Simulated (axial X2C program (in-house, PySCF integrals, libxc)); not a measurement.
## Correcting the dissociation energy of SiBr for spin–orbit coupling

A spin-free CCSD(T) curve (one-electron X2C) was computed with an axial X2C code built on PySCF integrals, basis Br dyall-cv3z [8s9p6d4f1g], Si dyall-v3z [8s7p2d1f] (cores contracted in-house), for the state M_S = 1/2, Λ = 1 (beyond evenly filled blocks: π+α). It gives D0 = 3.589 eV to Br + Si, which in a spin-free picture are the weighted means of the ground terms.

Correlated methods: 11 electrons correlated (number of frozen shells: Br 3 s, 2 p, 1 d; Si 2 s, 1 p), 183 virtual spin orbitals or spinors in MP2, 90 natural virtuals in coupled cluster.

Measured levels of the ground terms (NIST Handbook of Basic Atomic Spectroscopic Data), in cm⁻¹: Br 2P: J = 3/2 at 0, J = 1/2 at 3685.2; Si 3P: J = 0 at 0, J = 1 at 77.1, J = 2 at 223.2.

The two components of the molecular doublet are 476 cm⁻¹ apart in the PBE0 2c search (Ω = 1/2 lower), so the lower one lies 238 cm⁻¹ under their mean.

Question: How far does each ground level lie under the (2J+1)-weighted mean of its term?

Answer: Br: (4 × 0 + 2 × 3685.2)/6 = 1228 cm⁻¹; Si: (1 × 0 + 3 × 77.1 + 5 × 223.2)/9 = 150 cm⁻¹.

Question: Correct D0.

Answer: D0 = 3.589 + (238 − 1378)/8065.5 = 3.448 eV at CCSD(T) with these spin–orbit terms.

Second-order spin–orbit effects in the molecule, which grow quickly with Z, are left out. One determinant describes the state; a PBE0 search over occupations chose it and may have missed a lower one. De is counted from the lowest determinant-based energies of the atoms at the same level, without counterpoise correction. CCSD and (T) use frozen natural virtuals with an MP2 correction for the truncation; (T) itself is uncorrected, so its De runs slightly low.
